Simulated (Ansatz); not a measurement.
The inner images of a band of BH4N2O (8 atoms, charge -1, multiplicity 1) are given out of order.

All numbers below come from Ansatz 0.2.0, RKS PBE0-D4/6-31G*.

Initial state:

```xyz
8
Properties=species:S:1:pos:R:3
N -1.034 0.965 -0.404
B -0.139 0.027 0.061
N 1.219 0.400 0.573
O -0.306 -1.415 0.152
H -1.936 0.523 -0.624
H 1.454 1.316 0.204
H 1.928 -0.256 0.254
H -1.185 -1.561 -0.216
```

Final state:

```xyz
8
Properties=species:S:1:pos:R:3
N -0.929 1.089 -0.766
B -0.301 0.057 -0.122
N 1.031 0.240 0.589
O -0.764 -1.313 0.024
H -1.857 0.765 -1.059
H 1.334 1.190 0.387
H 1.738 -0.371 0.180
H -0.252 -1.658 0.766
```

Problem. Put them in order from the first end to the last, with their energies above the first end.
A.
```xyz
8
Properties=species:S:1:pos:R:3
N -0.805 1.065 -0.868
B -0.180 0.057 -0.185
N 0.917 0.321 0.818
O -0.479 -1.381 -0.289
H -1.572 0.627 -1.390
H 1.271 1.261 0.654
H 1.695 -0.323 0.692
H -0.848 -1.627 0.567
```
B.
```xyz
8
Properties=species:S:1:pos:R:3
N -0.983 1.021 -0.583
B -0.153 0.049 -0.080
N 1.092 0.372 0.689
O -0.291 -1.417 -0.143
H -1.767 0.577 -1.073
H 1.422 1.299 0.443
H 1.828 -0.300 0.493
H -1.148 -1.600 0.254
```
C.
```xyz
8
Properties=species:S:1:pos:R:3
N -1.027 0.989 -0.463
B -0.143 0.037 -0.007
N 1.166 0.393 0.628
O -0.270 -1.418 0.002
H -1.856 0.545 -0.874
H 1.459 1.311 0.312
H 1.888 -0.277 0.380
H -1.217 -1.581 0.022
```
D.
```xyz
8
Properties=species:S:1:pos:R:3
N -0.695 1.063 -0.996
B -0.200 0.053 -0.216
N 0.822 0.301 0.875
O -0.589 -1.353 -0.280
H -1.462 0.656 -1.543
H 1.176 1.245 0.740
H 1.620 -0.326 0.784
H -0.671 -1.639 0.637
```
E.
```xyz
8
Properties=species:S:1:pos:R:3
N -0.903 1.051 -0.728
B -0.165 0.056 -0.142
N 1.006 0.344 0.755
O -0.377 -1.405 -0.248
H -1.671 0.603 -1.241
H 1.353 1.279 0.561
H 1.763 -0.315 0.592
H -1.006 -1.612 0.452
```

Solution. C (+0.059 eV), B (+0.181 eV), E (+0.242 eV), A (+0.199 eV), D (+0.111 eV).

The run took 66 s on 1 CPU thread of a shared host.
